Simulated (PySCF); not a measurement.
A calculated (PBE0, PySCF 2.14, aug-cc-pVTZ, no relativity, point nucleus) atom or ion has these occupied shells.

```json
{"shell": "1s α", "electrons": "1", "orbital energy (eV)": "-433.72", "rms radius, mean of both spins (bohr)": "0.266"}
{"shell": "1s β", "electrons": "1", "orbital energy (eV)": "-430.70", "rms radius, mean of both spins (bohr)": "0.266"}
{"shell": "2s α", "electrons": "1", "orbital energy (eV)": "-53.924", "rms radius, mean of both spins (bohr)": "1.26"}
{"shell": "2p α", "electrons": "2", "orbital energy (eV)": "-41.926", "rms radius, mean of both spins (bohr)": "1.25"}
```

Q: Name the element and its charge.

A: N²⁺ (nitrogen, charge +2), in [He] 2s1 2p2, high-spin 4P determinant (an excited configuration).
